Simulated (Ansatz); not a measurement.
Geometry optimisation, RHF/6-31G* in Ansatz 0.2.0.

input.yaml

```yaml
crystal:
  periodic: [false, false, false]
  atoms:
    - { symbol: Si, position_ang: [-0.486589, -0.1284, -0.442625] }
    - { symbol: H, position_ang: [-0.056477, 0.401941, 2.147725] }
    - { symbol: F, position_ang: [0.906114, -0.006559, 0.292302] }
    - { symbol: F, position_ang: [-0.52042, 1.054214, -1.491127] }
    - { symbol: F, position_ang: [-0.402911, -1.476911, -1.262999] }
    - { symbol: Si, position_ang: [-2.377163, -0.081465, 0.791637] }
    - { symbol: H, position_ang: [-3.48073, -0.379386, -0.149166] }
    - { symbol: H, position_ang: [-2.358638, -1.102085, 1.853873] }
    - { symbol: H, position_ang: [-2.582212, 1.263127, 1.363768] }
    - { symbol: H, position_ang: [-0.537675, 0.455523, 2.654113] }
basis:
  gaussian: { orbitals: "6-31G*" }
hamiltonian:
  xc: hf
relax:
  f_tol: 0.03
  max_steps: 50
```

Run as:

```bash
$ ansatz run input.yaml --threads 1 --pin off --max-ram 2048MiB --backend cpu --events-out ev --progress --plain --runs-dir out
```

Question: Where does it end, and by what steps?

Answer: It converged. The force dipped under the threshold on the way, but the program's further checks kept it going. After 12 steps the energy has fallen by 0.343 eV; H10 moved furthest, 1.20 Å.

| step | energy less start (eV) | largest force component (eV/Å) | accepted |
| --- | --- | --- | --- |
| 0 | 0.0000 | 1.248 | yes |
| 1 | -0.2039 | 0.275 | yes |
| 2 | -0.2771 | 0.118 | yes |
| 3 | -0.3142 | 0.177 | yes |
| 4 | -0.3325 | 0.099 | yes |
| 5 | -0.3379 | 0.027 | yes |
| 6 | -0.3397 | 0.032 | yes |
| 7 | -0.3407 | 0.019 | yes |
| 8 | -0.3411 | 0.022 | yes |
| 9 | -0.3416 | 0.034 | yes |
| 10 | -0.3418 | 0.143 | yes |
| 11 | -0.3423 | 0.084 | yes |
| 12 | -0.3426 | 0.017 | yes |

```xyz
10
Properties=species:S:1:pos:R:3
Si -0.604 -0.183 -0.719
H 0.465 0.607 3.072
F 0.672 0.048 0.182
F -0.584 0.937 -1.830
F -0.392 -1.562 -1.459
Si -2.573 -0.143 0.522
H -3.711 -0.371 -0.386
H -2.517 -1.209 1.538
H -2.703 1.172 1.173
H 0.050 0.703 3.665
```

Whether the end is a true minimum wasn't checked by a vibrational analysis.

Time of the run: 45 s on 1 thread of Arm Neoverse N1, with other jobs on the host, peak memory 0.18 GiB.
